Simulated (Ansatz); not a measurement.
Br2Sn, charge +1, doublet, geometry from GFN2-xTB (such geometries of metal compounds can be far from the true shape) (a state made from the parent by changing its charge; the spin is typed, not shown lowest) (core potentials on Sn); Ansatz (a program for electronic structure) with R2SCAN/def2-SV(P).

Here is a job for Ansatz.
Ansatz 0.2 input:
```yaml
crystal:
  periodic: [false, false, false]
  atoms:
    - {symbol: Sn, position_ang: [-0.02282736, -0.00101572, 1.02101170]}
    - {symbol: Br, position_ang: [1.03639339, 1.68673076, -0.70481009]}
    - {symbol: Br, position_ang: [-1.00378288, -1.68527973, -0.75377805]}
basis:
  gaussian:
    orbitals: def2-SV_P_.json
hamiltonian:
  xc: r2scan
total_charge: 1
magnetization: {spin_polarized: true, initial_magnetization: 1}
```
The basis file holds def2-SV(P) in the JSON format of the Basis Set Exchange.

### Question
What does Ansatz print? Leave out banner, timings and long lists.

### Answer

```
Functional definition: r2SCAN
981 factors; their error is unknown
mean field evaluation 1: about -145897.3698 eV, gradient 2.4e1 eV
mean field evaluation 2: about -145848.7601 eV, gradient 8.2e1 eV
mean field evaluation 4: about -145902.0232 eV, gradient 5.5e0 eV
mean field evaluation 8: about -145902.0897 eV, gradient 4.4e0 eV
mean field evaluation 16: about -145902.1653 eV, gradient 1.9e-2 eV
mean field evaluation 32: about -145902.1654 eV, gradient 2.3e-6 eV
mean field evaluation 64: about -145901.7689 eV, gradient 6.9e0 eV
mean field evaluation 96: about -145901.5403 eV, gradient 1.9e-3 eV
mean field evaluation 128: about -145902.0996 eV, gradient 3.2e0 eV
mean field -145902.22779207 eV, -5361.8079752765 hartree, gradient 2.0e-6 eV, S^2 0.758395; 15 other end points of the search recorded, 0 dependent functions left out
reference -145902.22780229 eV, -5361.8079756521 hartree; 46, 45 occupied and 44, 45 virtual orbitals, 981 factors
Total energy: -145902.22780229 eV, -5361.8079756521 hartree
```
